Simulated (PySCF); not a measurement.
CHS₂, SMILES C(=[SH+])=S, charge +1.

The structure is a stationary point at B3LYP-D3(BJ)/def2-TZVP. The isomer is the one that the SMILES or the coordinates give; other isomers of the formula were not compared.

Two levels are set side by side: TDA-PBE/def2-SVPD (PySCF) and TDA-PBE0/def2-SVPD (PySCF). Vertical, same geometry. The lowest singlet is HOMO→LUMO 100 % with PBE and HOMO→LUMO 99 % with the other functional; states are paired by order. Differences are taken from unrounded values.

```json
[
 {"quantity": "lowest singlet excitation (eV)", "TDA-PBE": "3.35"},
 {"quantity": "lowest triplet excitation (TDA) (eV)", "TDA-PBE": "3.03"},
 {"quantity": "first bright state (f over 0.05) (eV)", "TDA-PBE": "7.68"},
 {"quantity": "its oscillator strength", "TDA-PBE": "0.78"}
]
```

Task: These are the TDA-PBE values. What does TDA-PBE0 give? (The exact figures need the calculation; the answer reports its results.)

Result: 
```csv
quantity,TDA-PBE0,TDA-PBE minus TDA-PBE0
lowest singlet excitation (eV),3.46,-0.11
lowest triplet excitation (TDA) (eV),3.10,-0.07
first bright state (f over 0.05) (eV),7.33,0.35
its oscillator strength,0.15,0.63
```

A lower first singlet is the usual sign of a functional without exact exchange. Differences between two approximate levels are no errors against the true value.

Rough cost on one machine, each run with all the roots and properties that it gave: TDA-PBE0 against TDA-PBE within a factor of 2.
